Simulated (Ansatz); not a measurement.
`F[Si](F)(F)[SiH](Cl)Cl` + H–F → `F[SiH](Cl)Cl` + `F[SiH](F)F` at 400 K and 1 bar (cleavage of the Si–Si bond).

Isolated molecules relaxed with PBE0-D4/def2-TZVP in Ansatz; ΔE leaves out vibrations. CCSD(T)/CBS is the MP2 limit (def2-TZVPP, def2-QZVPP) plus CCSD(T) − MP2 in def2-TZVPP, frozen cores. This one scheme is used for every species. One conformer a species, not always the lowest.

```
                 species  CCSD(T)/CBS energy (Eh)  H − E (kJ/mol)  S (J/(mol·K))
`F[Si](F)(F)[SiH](Cl)Cl`              -1798.00739            99.7          456.7
                     H–F               -100.39570            36.5          182.2
          `F[SiH](Cl)Cl`              -1309.19911            63.5          333.9
            `F[SiH](F)F`               -589.26725            67.9          298.2
```

H − E and S are ideal-gas, rigid-rotor, harmonic terms from PBE0-D4/def2-TZVP, for one conformer and one mirror image of each species. 1 Eh = 2625.50 kJ/mol, R = 8.31446 J/(mol·K).

Task: By hand: ΔE, ΔH, ΔS and ΔG.

Result: ΔE = (-1309.19911) + (-589.26725) − (-1798.00739) − (-100.39570) = -0.06327 Eh = -166.1 kJ/mol. Δ(H − E) = 63.5 + 67.9 − 99.7 − 36.5 = -4.8, so ΔH = -170.9 kJ/mol. ΔS = 333.9 + 298.2 − 456.7 − 182.2 = -6.8 J/(mol·K). ΔG = -170.9 − 400 × (-6.8)/1000 = -168.2 kJ/mol.

Task: By hand: the equilibrium constant, and the temperature at which ΔG would vanish if ΔH and ΔS stayed fixed.

Result: log₁₀ K = −ΔG/(RT ln 10) = 22.0. ΔG = 0 at ΔH/ΔS = 25132 K, far beyond where these terms or the molecules hold.

The number of gas molecules stays the same, so ΔS is small and ΔH decides. A doubt of 5 kJ/mol in ΔE shifts log₁₀ K by 0.7 here. Other conformers and mirror images would add mixing entropy, several J/(mol·K) or more a flexible species. Modes under 60 cm⁻¹, often nearly free rotors, make the harmonic entropy too high. These are equilibria of isolated gas molecules and say nothing of rates. Largest T1 diagnostic: 0.012 (customary marks: 0.02 for closed shells, 0.045 for open ones).
